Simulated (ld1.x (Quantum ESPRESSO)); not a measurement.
mercury (Hg): variants of one TM potential

Base potential:

Hg, norm-conserving Troullier–Martins (Kleinman–Bylander form), made with ld1.x (Quantum ESPRESSO) 7.5 (PBEsol, fully relativistic). Core [Kr] 4d10 4f14 5s2, reference 5p6 5d10 6s2 6p0. Waves: 6s (bound): rc 2.30 bohr; 5d (bound): rc 1.20 bohr; 5p (bound): rc 1.80 bohr. Local part: the p channel. Core correction: Bessel-smoothed model core, default radius (core density twice the valence density).

Open shells are filled in proportion to 2j + 1 (rel_dist='average').

All-electron outer shells of the reference configuration (PBEsol, scalar-relativistic, ld1.x):

| shell | level (eV) | outermost node (bohr) | outermost maximum (bohr) |
| --- | --- | --- | --- |
| 5s | -118.25 | 0.47 | 0.82 |
| 4f | -95.96 | – | 0.37 |
| 5p | -66.53 | 0.51 | 0.93 |
| 5d | -9.88 | 0.55 | 1.17 |
| 6s | -6.87 | 1.08 | 2.21 |
| 6p | -0.99 | 1.28 | 3.26 |

Cutoffs, loose and tight: the cutoffs (Ry, on a coarse ladder) from which the occupation-weighted sum of valence levels, in a spherical-Bessel basis at the reference potential, stays within 10 and 1 mRy of its value at 400 Ry. They do not see the model core or the augmentation charge, which bear on the density cutoff. Test errors are all-electron minus pseudo excitation energies from the reference, over the configurations 5p6 5d10 6s1 6p0; 5p6 5d10 6s0 6p0; 5p6 5d9 6s0 6p0; 5p6 5d8 6s0 6p0; 5p6 5d9 6s2 6p1; 5p6 5d10 6s1.5 6p0; 5p6 5d10 6s0 6p2. A dash means not determined; rows that change the core or the reference have their own tests. The largest error is taken over the tests solved by every variant that gives reliable tests at all: 5p6 5d10 6s0 6p0; 5p6 5d10 6s0 6p2; 5p6 5d10 6s1 6p0; 5p6 5d10 6s1.5 6p0; 5p6 5d9 6s0 6p0.

A true bound ghost makes a file unfit for plane-wave use even where its test errors are small: the radial tests pick states by their node count and pass the ghost by. Where a test does run into it, the solver fails or the error is huge.

Cutoffs are not given where the Bessel-basis levels miss the radial ones by over 6 mRy, ghosts where they miss by over 20 mRy; a channel whose overlap is not positive is not tested.

| change | outcome | cutoff, loose | cutoff, tight | bound ghosts | largest test error (meV) |
| --- | --- | --- | --- | --- | --- |
| base | generated, misses its reference levels by 12.69 eV | – | – | p1/2 (extra level of the local part), s | +774 |
| wave 5p (bound): rc 1.80 bohr becomes 5p (bound): rc 1.14 bohr | generated, misses its reference levels by 12.90 eV | 140 Ry | 230 Ry | p1/2 (extra level of the local part), s | -42 |
| wave 5p (bound): rc 1.80 bohr becomes 5p (bound): rc 1.38 bohr | generated, misses its reference levels by 12.84 eV | 90 Ry | 140 Ry | p1/2 (extra level of the local part), s | +122 |
| wave 5p (bound): rc 1.80 bohr becomes 5p (bound): rc 1.66 bohr | generated, misses its reference levels by 12.73 eV | – | – | p1/2 (extra level of the local part), s | +580 |
| wave 5p (bound): rc 1.80 bohr becomes 5p (bound): rc 1.90 bohr | generated, misses its reference levels by 12.67 eV | – | – | p1/2 (extra level of the local part), s | +872 |
| wave 5p (bound): rc 1.80 bohr becomes 5p (bound): rc 2.04 bohr | generated, misses its reference levels by 12.63 eV | – | – | p1/2 (extra level of the local part), s | +915 |
| wave 5p (bound): rc 1.80 bohr becomes 5p (bound): rc 2.26 bohr | generated, misses its reference levels by 12.59 eV | – | – | p1/2 (extra level of the local part), s | +663 |
| wave 5p (bound): rc 1.80 bohr becomes 5p (bound): rc 2.68 bohr | generated, misses its reference levels by 12.53 eV | 70 Ry | 90 Ry | p1/2 (extra level of the local part), s | -903 |

Problem. What comes out with this change to the base: wave 5p (bound): rc 1.80 bohr becomes 5p (bound): rc 2.52 bohr?

Solution. outcome: generated, misses its reference levels by 12.56 eV; cutoff, loose: 70 Ry; cutoff, tight: 90 Ry; bound ghosts: p1/2 (extra level of the local part), s; largest test error (meV): -55.

Reading the sweep of the p radius (base included, trends over the rows without a ghost): Bound ghosts are found at 1.14, 1.38, 1.66, 1.8, 1.9, 2.04, 2.26, 2.52, 2.68 bohr. Every judged row has one, so this setting neither creates nor removes them.
